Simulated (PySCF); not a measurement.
TeFI, SMILES F[Te]I. Coordinates come from a B3LYP-D3(BJ)/def2-TZVP optimisation. The def2 effective core potentials stand for the cores of I, Te; spin–orbit coupling is left out.

Computed equilibrium geometry at B3LYP-D3(BJ)/def2-TZVP (PySCF confirms it by a frequency run) as Cartesian coordinates in Å, and its point group:
point group Cs.
```xyz
3

Te     0.3185     1.1982     0.0000
F     -1.5318     1.7353     0.0000
I     -0.0524    -1.4703     0.0000
```
Charge 0, spin multiplicity 1.
